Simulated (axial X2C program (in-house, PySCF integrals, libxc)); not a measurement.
**CrS⁺: bond constants with and without spin–orbit coupling**

All values were computed with an axial X2C code built on PySCF integrals. Spin-free means the one-electron spin-free X2C Hamiltonian; two-component (2c) means X2C with spin–orbit coupling and atomic mean-field two-electron Coulomb and Gaunt terms, so the difference of the two also holds small scalar two-electron terms. Basis: Cr dyall-cv3z [9s10p6d3f2g], S dyall-av3z [9s8p3d2f] (cores contracted in-house); Gaussian nuclei, density fitting, unrestricted open shells. Masses: Cr 51.941 u, S 31.972 u.

Input:
```json
{"zs": [24, 16], "q": 1, "bas": ["dyall-cv3z", "dyall-av3z"], "levels": ["PBE0", "HF", "PBE50"], "cc": true, "r0": 2.05, "thr": -2.0, "nmax": 90, "npts": 10, "nst": 2, "ntry": 6}
```
```bash
python so2c.py task.json out
```

Keys: zs atomic numbers; q charge; bas basis sets; levels methods; cc coupled cluster on or off; r0 starting distance in Å; thr threshold in hartree for freezing inner shells (an s shell follows its p shell); nmax most natural virtual spinors; npts points on the curve; nst determinants followed; ntry starts of the search. HF also brings MP2.

State, spin-free: M_S = 3/2, Λ = 0 (beyond evenly filled blocks: σα, δ+α, δ-α); electrons by block: σα: 11, σβ: 10, π+α: 4, π+β: 4, π-α: 4, π-β: 4, δ+α: 1, δ-α: 1. Fragments: Cr+ + S.

State, 2c: Ω = 3/2 (⟨Sz⟩ = 1.50, ⟨Lz⟩ = 0.00 at PBE0); electrons by block: 1/2: 15, -1/2: 14, 3/2: 4, -3/2: 5, 5/2: 1. Fragments: Cr+ + S.

```csv
Hamiltonian,level,Re (Å),ωe (cm⁻¹),Be (cm⁻¹),De (eV),k (mdyn/Å),μ (D)
spin-free,PBE0,2.102,406.4,0.1928,2.40,1.93,-4.07
spin-free,CCSD,2.118,384.7,0.1898,1.64,1.73,n/a
spin-free,CCSD(T),2.092,437.0,0.1946,1.88,2.23,n/a
spin-free,PBE50,2.165,360.6,0.1817,1.73,1.52,-3.93
2c,PBE0,2.102,405.8,0.1927,2.39,1.92,-4.06
2c,PBE50,2.166,359.7,0.1815,1.73,1.51,-3.92
```

Correlated methods: 11 electrons correlated (number of frozen shells: Cr 3 s, 2 p; S 2 s, 1 p), 263 virtual spin orbitals or spinors in MP2, 90 natural virtuals in coupled cluster.

Dipoles are positive if S is the positive end and refer to the centre of mass.

Occupations by symmetry block were frozen at the best pattern of an incomplete PBE0 search. Dissociation energies refer to the lowest single-determinant-based atoms at the same level and basis. Density functionals use the spin component along the axis (collinear). Coupled cluster ran in a truncated set of natural virtual spinors; the MP2 energy of the rest was added. (T) has no such correction and the atoms are truncated less, which lowers De at CCSD(T) by a hundredth of an eV or more. The 2c atoms are single determinants rather than J levels; their spin–orbit lowering is only partly caught, and De is too large by that part. This holds for PBE0, PBE50. The functionals have no current-density term, which raises determinants with orbital currents, atoms included. With several unpaired electrons one determinant need not be a pure state. This is the top spin component of a Σ state; components of lower Ω are not single determinants and can lie lower. The determinant is spin-polarised beyond a pure state at some levels (its spin-free form has ⟨S²⟩ too high), which makes Re and μ there less reliable. The T1 diagnostic is large, a sign of multireference character.

No reliable constants came from CCSD (2c), CCSD(T) (2c), HF (2c), HF (spin-free), MP2 (2c), MP2 (spin-free): no minimum in range, unconverged points, a curve that is not smooth, a change of character along it, or the two Hamiltonians disagreeing along it.

Rough cost a point (2c) on 1 thread(s) of a shared host, integrals apart: PBE0 0.5 s, PBE50 0.6 s.

The whole task took 2.5 min on 1 thread of Arm Neoverse V1, with other jobs on the host.
